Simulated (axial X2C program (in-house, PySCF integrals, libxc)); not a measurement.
**Spin–orbit effects down a group: molecules with Ca, HF**

All values come from calculations with an axial X2C code built on PySCF integrals, spin-free (one-electron X2C) or two-component (2c: spin–orbit coupling with atomic mean-field Coulomb and Gaunt terms, which also bring small scalar terms), in Dyall basis sets with cores contracted in-house; open shells are unrestricted.

Basis sets: Ca dyall-cv3z, Ge dyall-cv3z, Si dyall-v3z, Sn dyall-cv3z.

```tsv
molecule	spin-free state	Re (Å)	ωe (cm⁻¹)	De (eV)	2c state	Re 2c (Å)	ωe 2c (cm⁻¹)	De 2c (eV)
CaSi	M_S = 1, Λ = 0	2.890	259.2	1.31	Ω = 1	2.891	259.1	1.31
CaGe	M_S = 1, Λ = 0	2.929	199.5	1.24	Ω = 1	2.930	199.2	n/a
CaSn	M_S = 1, Λ = 0	3.135	169.6	1.10	Ω = 1	3.138	168.6	n/a
```

(1) Work out the shifts from the spin-free to the two-component result.

Each entry is the lowest single determinant of a limited PBE0 search at one distance. De goes to single-determinant-based atoms at the same level (for ions the charge split of lowest energy) and is withheld (n/a) where an atom does not fit its ground term or J level. Main or longest-lived isotopes. One determinant is a doubtful description, or other states lie close, for CaSi, CaGe, CaSn; these need not be ground states, and all values refer to the states named. Some open-shell Ω = 0 determinants are out of reach, so the Ω given for CaSi, CaGe, CaSn need not be the lowest component. With several unpaired electrons the Ω given is that of one determinant, not necessarily of the lowest component. Some light 2c atoms are not at their ground J level, so De misses part of their lowering (0.04 eV or less).

## Answers

(1) 

```tsv
molecule	2c state	ΔRe (Å)	Δωe (cm⁻¹)	ΔDe (eV)
CaSi	Ω = 1	0.001	-0.1	0.00
CaGe	Ω = 1	0.001	-0.3	n/a
CaSn	Ω = 1	0.003	-1.0	n/a
```

Shifts of one unit in the last digit are rounding.
